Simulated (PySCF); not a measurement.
Ge(H)2(Cl)(NH2) (ClGeH4N), SMILES [NH2][GeH2][Cl].

Coordinates come from a ωB97X-D3(BJ)/def2-SVP optimisation. One conformer was computed; it need not be the lowest.

These are PBE/def2-TZVPD (PySCF) values and carry that method's errors.

Symmetry labels are those of the subgroup Cs that the program uses (full group Cs).

Computed valence orbital energies around the gap with their symmetry:
```tsv
orbital	symmetry	energy (eV)
HOMO−7	A'	-13.92
HOMO−6	A"	-12.29
HOMO−5	A'	-9.99
HOMO−4	A'	-9.17
HOMO−3	A"	-9.08
HOMO−2	A'	-7.55
HOMO−1	A"	-7.27
HOMO	A'	-6.54
LUMO	A'	-0.93
LUMO+1	A'	-0.80
LUMO+2	A'	-0.16
LUMO+3	A'	0.59
```
